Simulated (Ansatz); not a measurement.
Isolated molecules relaxed with PBE0-D4/def2-TZVP in Ansatz; ΔE leaves out vibrations. CBS: MP2 limit from def2 TZ/QZ plus the TZ coupled-cluster correction, frozen cores. DFT in def2-TZVPP. Each species was taken in one conformer, which may not be the lowest.

Consider the formal exchange of groups at the Si–F bond: `C[SiH](F)O[SiH2]O` + `NC1=C(O)C1` → `C[SiH](O)O[SiH2]O` + `NC1=C(F)C1`.

| level | ΔE (kJ/mol) |
| --- | --- |
| PBE-D4 | 64.0 |
| ωB97X-V | 65.5 |
| B2PLYP | 68.3 |
| PBE | 64.7 |
| r2SCAN | 66.2 |
| MP2/def2-TZVPP | 70.7 |
| HF/def2-QZVPP | 73.9 |
| HF/CBS(def2) | 74.1 |

(1) What does CCSD(T)/CBS give? (Estimate.)

Largest T1 diagnostic among the species: 0.012.

Answers

(1) Computed: +69.7 kJ/mol. The listed levels differ from it by -5.7, -4.2, -1.4, -5.0, -3.5, 1.0, 4.2, 4.4 kJ/mol.
